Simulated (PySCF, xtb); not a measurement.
Si(F)(Me)2(SH) (C₂H₇FSSi), SMILES C[Si](C)(F)S. Other conformers were not sampled.

Harmonic wavenumbers (cm⁻¹) from GFN2-xTB in xtb at its own minimum, in rising order: 84, 93, 97, 144, 146, 183, 209, 221, 468, 683, 715, 766, 789, 800, 835, 855, 874, 1376, 1378, 1468, 1470, 1472, 1474, 2461, 3034, 3038, 3043, 3046, 3047, 3048.

Problem. What does PBE-D3(BJ)/def2-SVP (PySCF) give at its own minimum? (The exact figures need the calculation; the answer reports its results.)

Solution. 16, 141, 153, 173, 175, 214, 239, 264, 465, 636, 668, 703, 712, 766, 781, 824, 901, 1218, 1222, 1371, 1371, 1379, 1385, 2613, 2975, 2976, 3071, 3073, 3088, 3088. Paired by order, the mean absolute difference is 61 cm⁻¹ and the zero-point energies are 53.4 and 52.4 kcal/mol.
